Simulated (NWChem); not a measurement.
The numbers come from NWChem runs, not from measurements. System: O$_{4}$Ru, charge -1, spin multiplicity 2, at the geometry of a parent with another charge or spin, in a state set for the comparison that need not be this species' ground state. Its SCF solution wasn't tested for a lower state.

The NWChem input:

```
start mol
memory heap 200 mb stack 900 mb global 1100 mb
charge -1
geometry units angstroms nocenter noautoz noautosym
  Ru     0.000000     0.000000    -0.000001
  O      0.000000     1.370753    -0.969268
  O      0.000000    -1.370753    -0.969268
  O     -1.370758     0.000000     0.969270
  O      1.370758     0.000000     0.969270
end
basis spherical
  * library def2-svpd
end
ecp
  Ru library def2-ecp
end
scf
  uhf
  nopen 1
  maxiter 100
  thresh 1e-7
  semidirect memsize 60000000 filesize 0
  # guess.movecs holds the orbitals of an unrestricted PBE0 run
  vectors input guess.movecs output mol.movecs
end
mp2
  freeze core 4
end
task mp2 energy
```

The output up to the point where the run's verdict is printed (cleaned and shortened):

```
             Northwest Computational Chemistry Package (NWChem) 7.3.0
             --------------------------------------------------------

                                NWChem Input Module
                                -------------------

 Scaling coordinates for geometry "geometry" by  1.889725989
 (inverse scale =  0.529177249)

                             Geometry "geometry" -> ""
                             -------------------------

 Output coordinates in angstroms (scale by  1.889725989 to convert to a.u.)

  No.       Tag          Charge          X              Y              Z
 ---- ---------------- ---------- -------------- -------------- --------------
    1 Ru                  44.0000     0.00000000     0.00000000    -0.00000100
    2 O                    8.0000     0.00000000     1.37075300    -0.96926800
    3 O                    8.0000     0.00000000    -1.37075300    -0.96926800
    4 O                    8.0000    -1.37075800     0.00000000     0.96927000
    5 O                    8.0000     1.37075800     0.00000000     0.96927000

 Effective nuclear repulsion energy (a.u.)     517.9325940861

            Nuclear Dipole moment (a.u.)
            ----------------------------
        X                 Y               Z
 ---------------- ---------------- ----------------
     0.0000000000     0.0000000000    -0.0000226767


 Summary of "ao basis" -> "" (spherical)
 ------------------------------------------------------------------------------
       Tag                 Description            Shells   Functions and Types
 ---------------- ------------------------------  ------  ---------------------
 *                         def2-svpd                  on all atoms

 Summary of "ao basis" -> "ao basis" (spherical)
 ------------------------------------------------------------------------------
       Tag                 Description            Shells   Functions and Types
 ---------------- ------------------------------  ------  ---------------------
 Ru                        def2-svpd                12       34   5s4p2d1f
 O                         def2-svpd                 9       23   4s3p2d
[...]
                53     -393.1319929925  1.08D-03  1.54D-04    105.4
                54     -393.1319932744  8.87D-04  9.34D-05    106.9
                55     -393.1319934524  9.11D-04  1.28D-04    108.5
                56     -393.1319936398  6.27D-04  6.82D-05    110.0
                57     -393.1319937076  3.53D-04  4.42D-05    110.9
                58     -393.1319937360  2.63D-04  3.86D-05    111.8
                59     -393.1319937475  2.40D-04  2.74D-05    112.3
                60     -393.1319937596  1.65D-04  2.19D-05    113.2
                61     -393.1319937668  1.54D-04  1.84D-05    114.1
                62     -393.1319937715  1.08D-04  1.44D-05    114.6
                63     -393.1319937750  1.00D-04  1.34D-05    115.5
                64     -393.1319937770  9.96D-05  1.45D-05    116.5
                65     -393.1319937797  8.58D-05  1.28D-05    117.3
                66     -393.1319937814  7.43D-05  8.86D-06    118.2
                67     -393.1319937826  6.51D-05  1.08D-05    119.1
                68     -393.1319937836  6.80D-05  1.11D-05    120.0
                69     -393.1319937849  7.03D-05  1.10D-05    120.9
                70     -393.1319937861  7.20D-05  1.09D-05    121.9
                71     -393.1319937883  9.90D-05  9.06D-06    122.8
                72     -393.1319937910  1.18D-04  1.45D-05    123.7
                73     -393.1319937957  1.53D-04  1.70D-05    124.6
                74     -393.1319938060  2.12D-04  3.56D-05    125.5
                75     -393.1319938183  2.67D-04  2.78D-05    126.4
                76     -393.1319938450  3.06D-04  5.73D-05    127.4
                77     -393.1319938822  4.41D-04  7.09D-05    128.3
                78     -393.1319939353  5.45D-04  7.80D-05    129.2
                79     -393.1319940378  7.51D-04  8.32D-05    130.7
                80     -393.1319942141  9.71D-04  1.14D-04    132.0
                81     -393.1319943761  8.82D-04  9.14D-05    133.5
                82     -393.1319946581  9.80D-04  1.43D-04    134.6
                83     -393.1319948762  8.59D-04  1.07D-04    135.5
                84     -393.1319950814  8.49D-04  1.37D-04    136.4
                85     -393.1319952748  6.21D-04  6.23D-05    137.3
                86     -393.1319953656  5.81D-04  6.39D-05    138.2
                87     -393.1319954551  5.15D-04  5.63D-05    139.1
                88     -393.1319955225  4.65D-04  5.74D-05    140.1
                89     -393.1319955662  3.46D-04  4.70D-05    140.6
                90     -393.1319956017  3.34D-04  4.02D-05    141.5
                91     -393.1319956263  3.28D-04  4.89D-05    142.4
                92     -393.1319956463  2.50D-04  2.76D-05    143.3
                93     -393.1319956666  2.68D-04  3.65D-05    144.2
                94     -393.1319956850  2.28D-04  2.90D-05    145.1
                95     -393.1319956930  2.08D-04  3.04D-05    145.6
                96     -393.1319957021  1.51D-04  2.41D-05    146.5
                97     -393.1319957072  1.32D-04  1.32D-05    147.4
                98     -393.1319957109  1.12D-04  1.52D-05    148.4
                99     -393.1319957128  7.28D-05  1.00D-05    148.8
               100     -393.1319957143  7.48D-05  1.09D-05    149.7
               101     -393.1319957153  6.37D-05  1.03D-05    150.6
               102     -393.1319957161  4.78D-05  5.67D-06    151.6
               103     -393.1319957168  4.13D-05  6.29D-06    152.5
               104     -393.1319957171  2.98D-05  3.69D-06    152.9
               105     -393.1319957174  3.56D-05  6.58D-06    153.8
               106     -393.1319957178  3.51D-05  4.40D-06    154.7
               107     -393.1319957181  3.21D-05  5.99D-06    155.2
               108     -393.1319957184  2.95D-05  4.11D-06    156.3
               109     -393.1319957186  2.80D-05  4.98D-06    157.2
               110     -393.1319957187  2.32D-05  2.98D-06    158.2
```

Convergence was not reached. The next line reads: Calculation failed to converge. NWChem stopped with the message: mp2 energy failed.
